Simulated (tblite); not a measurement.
C11H7N3S.
Z-matrix (Å and degrees, GFN2-xTB geometry), rows numbered from 1:
```
C 
C   1  1.4067
C   2  1.3772  1  122.73
C   3  1.4659  2  122.00  1   179.80
C   4  1.3943  3  121.54  2   144.59
C   5  1.3844  4  118.74  3  -179.67
N   6  1.3224  5  123.73  4    -0.27
C   7  1.3222  6  117.67  5    -0.03
C   8  1.3840  7  123.61  6     0.27
C   3  1.4165  2  116.67  1     0.00
N  10  1.3340  3  127.89  2   179.33
S  11  1.6062 10  108.87  3  -178.89
N  12  1.6045 11   98.65 10     0.02
C  13  1.3345 12  108.72 11     0.12
C   1  1.3674  2  121.86  3    -0.48
H   1  1.0799  2  118.43  3   179.51
H   2  1.0800  1  118.23  3  -178.66
H   5  1.0774  4  120.48  3     0.20
H   6  1.0822  5  120.81  4   179.79
H   8  1.0827  7  115.56  6  -179.54
H   9  1.0793  4  120.80  3    -1.61
H  15  1.0777  1  122.51  2  -179.81
```

Computed values, GFN2-xTB/tblite, gas phase, harmonic and unscaled. Against measured fundamentals such values can be off by several per cent, at times by over 20. One conformer, not necessarily the lowest.

Harmonic wavenumbers (cm⁻¹): 49.0, 70.4, 91.1, 173.0, 203.2, 237.2, 286.6, 304.8, 334.4, 406.6, 457.0, 491.5, 520.0, 529.6, 591.7, 597.9, 624.1, 633.4, 703.5, 731.4, 738.6, 784.3, 806.7, 842.0, 876.0, 880.1, 888.9, 901.7, 912.4, 920.6, 923.8, 950.8, 1018.5, 1087.4, 1104.1, 1121.2, 1143.6, 1180.6, 1211.1, 1265.0, 1273.7, 1282.4, 1309.9, 1313.8, 1340.8, 1370.3, 1403.9, 1465.1, 1500.2, 1533.5, 1548.4, 1579.3, 1585.3, 3052.6, 3058.1, 3083.0, 3088.1, 3093.5, 3113.3, 3115.0.

A = 1103, B = 389.9, C = 296.5 MHz; mass 213.036 u (most abundant isotopes); point group C1, symmetry number 1.

**Question.** What is the zero-point energy?

**Answer.** ½Σν̃ = 33852 cm⁻¹ = 404.96 kJ/mol.

**Question.** Give the ideal-gas entropy at 350 K and 1 bar in the rigid-rotor, harmonic-oscillator model (classical rotation).

**Answer.** Translation 179.05, rotation 136.72, vibration 160.47: S = 476.2 J/(mol K).

**Question.** And Cp and H(350 K) − H(0)?

**Answer.** Cp = 225.29 J/(mol K), of which vibrations give 192.04 (their classical limit is 60 R = 498.9); H(350 K) − H(0) = 42.66 kJ/mol without the zero-point energy, 31.02 from vibrations.

**Question.** What must be added to the electronic energy to get the Gibbs energy at 350 K and 1 bar?

**Answer.** ZPE + [H(350 K) − H(0)] − T·S = 404.96 + 42.66 − 166.69 = 280.93 kJ/mol.

**Question.** Which modes carry the vibrational entropy at 350 K?

**Answer.** 49.0 cm⁻¹: 21.65; 70.4 cm⁻¹: 18.65; 91.1 cm⁻¹: 16.53; 173.0 cm⁻¹: 11.32; 203.2 cm⁻¹: 10.05; 237.2 cm⁻¹: 8.85 J/(mol K); the other 54 give 73.42 together.

Hindered rotation and anharmonicity are outside this model. Other conformers, if any are populated, would add a mixing term that is left out. The structure is chiral; the term R ln 2 for an equal mix with its mirror image is left out.
